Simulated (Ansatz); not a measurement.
Mulliken charges of B$_{2}$H$_{3}$NO$_{2}$S, SMILES `OB1NB(S)O1` from PBE/def2-TZVPP in Ansatz (PBE0-D4/def2-TZVP geometry).

```csv
atom,x (Å),y (Å),z (Å),charge (e)
O1,1.685,-1.148,-1.173,-0.216
B2,0.731,-0.494,-0.488,0.251
N3,-0.551,0.099,-0.780,-0.253
B4,-0.480,0.394,0.620,0.227
S5,-1.589,1.237,1.750,-0.185
O6,0.770,-0.192,0.888,-0.314
H7,1.486,-1.264,-2.104,0.202
H8,-1.178,0.249,-1.543,0.162
H9,-0.786,1.072,2.813,0.126
```

Task: By hand: the dipole of these point charges (1 e Å = 4.8032 D).

Result: Σ q r = (-0.088, -0.060, -0.454) e Å, of length 0.466 e Å = 2.24 D.

Task: How does the dipole of the full density compare? (Best estimate.)

Result: Computed: (-0.219, -0.013, -0.546) e Å, 2.83 D; the point charges give 0.79 times that, at 12° from its direction.

Point charges leave out the atoms' own dipoles, such as those of lone pairs, and Mulliken's split depends on the basis, so the two needn't agree.
